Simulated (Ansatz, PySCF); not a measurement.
Dimer: HF (SMILES F) (first 2 atoms) with CH4O (SMILES CO); geometry from B3LYP-D3(BJ)/def2-TZVP, rigid monomers moved along the line of their centres of mass till H2···O4 is 2.29 Å.
(charge 0, multiplicity 1):
| atom | x (Å) | y (Å) | z (Å) |
|---|---|---|---|
| F | 0.0851 | 0.0129 | 0.2358 |
| H | -0.2159 | -0.0603 | 1.1336 |
| C | 0.4929 | 0.4135 | 4.1704 |
| O | -0.5764 | -0.1462 | 3.3966 |
| H | 0.2213 | 0.4656 | 5.2265 |
| H | 0.6519 | 1.4206 | 3.7926 |
| H | 1.4147 | -0.1605 | 4.0514 |
| H | -0.7514 | -1.0461 | 3.6920 |

Counterpoise-corrected where a basis set is named; no monomer relaxation.

Cores are frozen in the correlated methods. CBS(a, b) extrapolates the correlation energy as X⁻³ and adds the Hartree–Fock energy of set b.

The values were computed with Ansatz (an electronic-structure program); PySCF for the dispersion terms. 

PBE/def2-TZVPPD gives -6.28 kcal/mol for the interaction energy.

**Question.** Predict the shift from PBE, with its sign, for: PBE-D3(BJ)/def2-TZVPPD, r2SCAN/def2-TZVPPD, PBE0/def2-TZVPPD, wB97M-V/def2-TZVPPD, MP2/CBS(aug-cc-pVDZ, aug-cc-pVTZ), MP2/CBS(aug-cc-pVDZ, aug-cc-pVTZ) + ΔCCSD(T)/aug-cc-pVDZ.

**Answer.** PBE-D3(BJ)/def2-TZVPPD -0.39; r2SCAN/def2-TZVPPD -0.11; PBE0/def2-TZVPPD 0.04; wB97M-V/def2-TZVPPD -0.12; MP2/CBS(aug-cc-pVDZ, aug-cc-pVTZ) -0.09; MP2/CBS(aug-cc-pVDZ, aug-cc-pVTZ) + ΔCCSD(T)/aug-cc-pVDZ -0.04 kcal/mol. 1 of 6 lie above PBE; the widest gap is to PBE-D3(BJ)/def2-TZVPPD.
